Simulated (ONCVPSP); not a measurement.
What one change does to a pseudopotential (strontium (Sr), ONCV)

- Element: strontium
- Generator: ONCVPSP 4.0.1
- Type: optimised norm-conserving Vanderbilt (ONCV)
- Functional: PBE
- Relativity: fully relativistic
- Frozen core: [Ar] 3d10
- Valence charge: 10
- Reference configuration: 4s2 4p6 5s1 (charge +1)
- Partial waves: 4s+5s: rc 1.95 bohr, ncon 4, nbas 7, qcut 6.7 1/bohr, 2 projectors; 4p: rc 1.85 bohr, ncon 3, nbas 7, qcut 6 1/bohr, 2 projectors, debl 0.5 Ha; d scattering state at 0.3 Ha: rc 1.70 bohr, ncon 4, nbas 7, qcut 5.2 1/bohr, 1 projector
- Local potential: polynomial inside 1.35 bohr (lpopt 5, dvloc0 6 Ha)
- Core correction: none

Open shells are filled in proportion to 2j + 1.

In the p channel the program set the typed energies aside and used -1.056, 0.250 Ha (j = l + 1/2; the other j can differ). In the d channel the program set the typed energies aside and used 0.050 Ha (j = l + 1/2; the other j can differ).

Change: scalar-relativistic. In the p channel the program set the typed energies aside and used -1.070, 0.250 Ha. In the d channel the program set the typed energies aside and used 0.050 Ha.

Cutoffs: the cutoffs (Ha) at which the residual kinetic energy of the hardest occupied pseudo-wave falls to 1 and 0.1 mHa per electron; they do not see the model core or the augmentation charge, which bear on the density cutoff. Errors are all-electron minus pseudo energies relative to the spin-unpolarised reference configuration.

Question: How do hardness, ghosts and transferability respond?

Answer: The potential gets neither clearly harder nor softer (14 Ha and 17 Ha → 14 Ha and 17 Ha); the lowest positive-energy flag moves from none to p at 33.9 eV; of the 4 tests that both files solve, the error grows in 2 and shrinks in 0 by more than 15 % and 0.3 meV (median size 0.1 → 0.6 meV); neither file shows a bound ghost.

```tsv
quantity	base	changed
cutoff, loose	14 Ha	14 Ha
cutoff, tight	17 Ha	17 Ha
loose cutoff by channel	s 14 Ha, p 7.7 Ha	s 14 Ha, p 7.6 Ha
bound ghosts	none	none
GHOST(+) flags under 300 eV	none	p at 33.9 eV
error for 4s2 4p6 5s2, meV [ΔE -5.89 eV]	-0.1	+0.4
error for 4s2 4p6 5s0, meV [ΔE 11.01 eV]	+0.1	-0.7
error for 4s2 4p6 5s1.5, meV [ΔE -3.55 eV]	0.0	+0.2
error for 4s1 4p6 5s2, meV [ΔE 41.13 → 41.14 eV]	-24	-25
s: phases at 1.98 bohr within 0.05 rad from the reference energy up to (Ha; the scan ends near 5)	to the end of the scan	to the end of the scan
```
